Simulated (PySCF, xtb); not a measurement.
N-methyl-N-silylethenamine (C3H9NSi), SMILES C=CN(C)[SiH3].

xtb with GFN2-xTB at its own geometry gives an orbital gap of 4.34 eV and a dipole moment of 1.15 D.

Coordinates come from a PBE0-D3(BJ)/def2-SVP optimisation. Other conformers were not sampled.

Problem. What does HF/def2-TZVP in PySCF give? (Estimate from the structure and the level; the computed values follow.)

Solution. gap 11.91 eV (levels -8.43 and 3.48 eV), dipole 1.44 D.
